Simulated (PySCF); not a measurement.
**Tl₂: one state, many levels of theory**

State: ³Πu (triplet), unpaired electrons σ ↑, π ↑. Set-up: basis Tl cc-pVDZ-PP with ECP60; scalar-relativistic core potentials; PySCF 2.14. De refers to Tl + Tl in their high-spin ground configurations, without counterpoise correction. The functionals are run spin-unrestricted.

```csv
Level,Re (Å),ωe (cm⁻¹),De (eV),"CPU s a point (SCF and correlation, without the integrals)"
UHF,3.185,81.8,0.51,0.1
UHF-MP2,3.115,88.2,0.99,0.19
UHF-SCS-MP2,3.123,88.2,0.83,n/a
UHF-CCSD,3.157,83.1,0.92,n/a
UHF-CCSD(T),3.159,82.1,0.97,5.7
PBE,3.198,74.8,1.28,0.54
r²SCAN,3.142,80.3,1.26,0.77
M06-L,3.219,75.4,1.29,0.76
PBE0,3.140,81.4,1.17,0.9
M06,3.204,79.4,1.32,0.77
BHandHLYP,3.147,82.5,0.95,0.47
CAM-B3LYP,3.114,85.6,0.99,0.99
```

The bond length runs from 3.114 Å (CAM-B3LYP) to 3.219 Å (M06-L). De spans 0.51 eV (UHF, mean field) to 1.32 eV (M06, hybrid meta-GGA). Correlation at CCSD(T) changes the Hartree–Fock bond energy by +0.46 eV; the triples alone change it by +0.05 eV.

Correlated steps freeze 8 core orbitals. Correlated levels converge slowly with the basis: in double zeta they bind strong bonds too weakly, by up to about 1 eV, and carry superposition errors of some tenths. Spin–orbit coupling is left out, which matters for elements this heavy, above all for dissociation energies. The state was picked by a PBE0 search and need not be the measured ground state.

The whole job (state search and all levels along the bond) took about 2.5 min on 1 thread of Arm Neoverse V1 (shared host), peak memory 0.56 GiB.
